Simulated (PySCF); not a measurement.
Isomers of C3H9ClOSi2, one GFN2-xTB conformer each. Single-point energies are computed at PBE0/pcSseg-1 (PySCF, gas phase, no added dispersion term), electronic only.

Problem. Rank them by PBE0/pcSseg-1 energy, lowest first (kJ/mol).
A. `C[C@@H]1[SiH2]O[Si@@]1(C)Cl`
B. `[Cl:1][CH2:2][C@@H:3]1[CH2:4][SiH2:5][O:6][SiH2:7]1` with Cl1–C2–C3–C4 66°, C2–C3–C4–Si5 -98°, C3–C4–Si5–O6 -22°, C4–Si5–O6–Si7 9°, Si5–O6–Si7–C3 4°
C. `[Cl:1][C@H:2]1[CH2:3][CH2:4][SiH2:5][O:6][SiH2:7]1` with Cl1–C2–C3–C4 -170°, C2–C3–C4–Si5 -66°, C3–C4–Si5–O6 34°, C4–Si5–O6–Si7 -10°

Solution. A (0.0), C (141.8), B (166.8).

As drawn, the lowest has a four-membered ring, which the highest lacks. GFN2-xTB itself gives, in the same order: 16.6, 0.0, 24.7. GFN2-xTB puts Cl[C@H]1CC[SiH2]O[SiH2]1 lowest instead; measured from each level's own lowest isomer, the values differ by up to 142.1 kJ/mol (ClC[C@@H]1C[SiH2]O[SiH2]1: 24.7 against 166.8).

Problem. Which frontier levels, dipoles and rotational constants go with these structures?

Solution. 
```
                     SMILES  HOMO (eV, PBE0/pcSseg-1)  LUMO (eV)  dipole (D)       A, B, C (MHz)
C[C@@H]1[SiH2]O[Si@@]1(C)Cl                     -7.72      -0.25        2.60    1989, 1139, 1005
   Cl[C@H]1CC[SiH2]O[SiH2]1                     -7.80       0.03        2.05  2759, 995.7, 768.2
  ClC[C@@H]1C[SiH2]O[SiH2]1                     -8.19       0.42        2.99    2009, 1294, 1145
```
